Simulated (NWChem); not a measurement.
Basis-set dependence for Br

SMILES: [Br]
```xyz
1

Br     0.0000     0.0000     0.0000
```
Charge 0, spin multiplicity 2.

Program: NWChem.

Hartree-Fock energies in Ha, correlation energies in mHa.

The Hamiltonian is non-relativistic. The correlated methods keep 9 core orbitals frozen. The Pople sets run with spherical d functions. The stability of the SCF solutions was not checked. Open-shell Hartree-Fock references start from PBE0 orbitals. No row is a measurement; the coupled-cluster row has its own basis-set and correlation limits.

| basis | functions | UHF | UMP2 | SCS-UMP2 | CCSD on ROHF | CCSD[T] on ROHF | CCSD(T) on ROHF | CCSD on UHF | CCSD[T] on UHF | CCSD(T) on UHF |
|---|---|---|---|---|---|---|---|---|---|---|
| def2-SVP | 32 | -2572.08220 | -206.6 | -191.0 | -216.7 | -220.1 | -219.9 | -213.2 | -216.5 | -216.3 |
| 6-311G** | 44 | -2572.35254 | -251.6 | -229.8 | -257.1 | -260.7 | -260.5 | -253.6 | -257.2 | -256.9 |
| def2-TZVP | 48 | -2572.39810 | -245.2 | -230.3 | -261.5 | -268.7 | -268.5 | -256.8 | -263.8 | -263.5 |
| def2-QZVP | 75 | -2572.44765 | -318.9 | -298.9 | -329.9 | -339.1 | -338.9 | -325.0 | -334.0 | -333.7 |

From def2-TZVP to def2-QZVP the Hartree-Fock energy moves by -49.5 mHa and the UMP2 correlation energy by -73.7 mHa, which is 23 % of its value in the larger set.
